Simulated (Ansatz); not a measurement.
```yaml
crystal:
  periodic: [false, false, false]
  atoms:
    - {symbol: S, position_ang: [-2.226312, 0.041381, -0.002089]}
    - {symbol: Si, position_ang: [0.070769, 0.406133, 0.100484]}
    - {symbol: Te, position_ang: [1.156778, -1.608175, 0.640591]}
    - {symbol: H, position_ang: [-2.188623, -0.638203, -0.920151]}
    - {symbol: H, position_ang: [0.519410, 1.142486, -1.140647]}
    - {symbol: H, position_ang: [-0.004718, 1.639263, 1.196078]}
    - {symbol: H, position_ang: [2.360057, -1.094242, 0.023278]}
basis:
  gaussian: {orbitals: x2c-TZVPPall, final_grid: {core_spheres: 20, valence_spheres: 16, degree: 47}}
magnetization: {spin_polarized: true, initial_magnetization: 1}
hamiltonian: {xc: {name: rPW86-PBE}}
output: {forces: true}
```

```sh
$ ansatz run in.yaml --threads 2 --pin off --events-out ev --progress --plain --max-ram 4352MiB
```

It prints (some lines left out):

```
Error: a molecule whose nuclei and cores have a total charge of 86 cannot have a net charge of 0 together with 1 unpaired electrons
```

(1) What is wrong with this run?

## Answers

(1) The number of unpaired electrons doesn't fit the electron count. The input was rejected before any iteration.
